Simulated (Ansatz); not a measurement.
Molecule: 2,2-difluorooxetane, C₃H₄F₂O (charge 0, singlet). 
Geometry from a B3LYP-D3(BJ)/def2-TZVP (Ansatz, an electronic-structure program) optimisation:
```xyz
10

F      1.3489     0.4191    -0.7938
C      0.3744     0.0737     0.0819
F      0.9919    -0.0711     1.2792
C     -0.8890     0.9275     0.0662
C     -1.5690    -0.3837    -0.3609
O     -0.2840    -1.0816    -0.3047
H     -0.8741     1.7204    -0.6758
H     -1.1699     1.3143     1.0414
H     -1.9768    -0.4061    -1.3700
H     -2.2730    -0.8128     0.3499
```
Charge 0, spin multiplicity 1.

Quantity: vertical triplet-singlet gap (E(triplet) - E(singlet); each state is the SCF solution reached for its spin; for the triplet the Hartree-Fock reference is unstable and T1 is 0.038), in kcal/mol. Valence correlation only, unless marked. Open shells are spin-unrestricted. Spin-orbit coupling is left out. Non-relativistic. 

```tsv
level	program	vertical triplet-singlet gap (kcal/mol)
HF/aug-cc-pVTZ	Ansatz	171.7
SVWN5/def2-TZVPD	Ansatz	170.5
PBE/def2-TZVPD	Ansatz	170.2
r2SCAN/def2-TZVPD	Ansatz	175.3
B3LYP/def2-TZVPD	Ansatz	179.3
PBE0/def2-TZVPD	Ansatz	180.0
BHLYP/def2-TZVPD	Ansatz	186.4
CAM-B3LYP/def2-TZVPD	Ansatz	184.5
wB97M-V/def2-TZVPD	Ansatz	186.8
wB97X-V/def2-TZVPD	Ansatz	189.4
B2PLYP/def2-TZVPD	Ansatz	185.6
RI-MP2/aug-cc-pVTZ	Ansatz	203.9
CCSD/aug-cc-pVDZ	Ansatz	188.4
CCSD(T)/aug-cc-pVDZ	Ansatz	187.0
```
